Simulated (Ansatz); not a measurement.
A structure relaxed at PBE-D4/def2-SVP in Ansatz, charge 0, singlet:

Cartesian coordinates in Å:
```
Si -2.323 -0.947 -0.998
Si 1.548 1.022 -1.180
Si 0.733 -2.308 1.081
Si -1.065 1.582 1.782
Si -1.255 -2.827 -0.067
Si 2.242 -1.025 -0.198
Si -2.893 0.697 0.588
Si 0.590 2.501 0.384
N 2.882 1.902 -1.923
H -3.591 -1.398 -1.683
H -1.429 -0.337 -2.046
H 3.618 2.235 -1.292
H 3.320 1.471 -2.744
H 0.564 0.715 -2.277
H 1.408 -3.604 1.463
H 0.392 -1.581 2.355
H -0.460 0.514 2.654
H -1.584 2.673 2.687
H -0.929 -3.788 -1.185
H -2.214 -3.517 0.871
H 2.761 -1.914 -1.306
H 3.427 -0.709 0.687
H -3.579 1.836 -0.127
H -3.878 0.104 1.565
H 0.004 3.683 -0.347
H 1.710 3.017 1.258
```

Q: Give its formula.

A: Si8NH17, a cluster cut from the lattice of silicon (1 of the caps NH2).

Q: Summarise the bond lengths by kind (pairs closer than 1.2 times the sum of covalent radii, bridged metal pairs left out).

A: 8 × Si–Si 2.35 to 2.37 Å; 1 × N–Si 1.76 Å; 15 × H–Si 1.51 Å; 2 × H–N 1.03 Å.
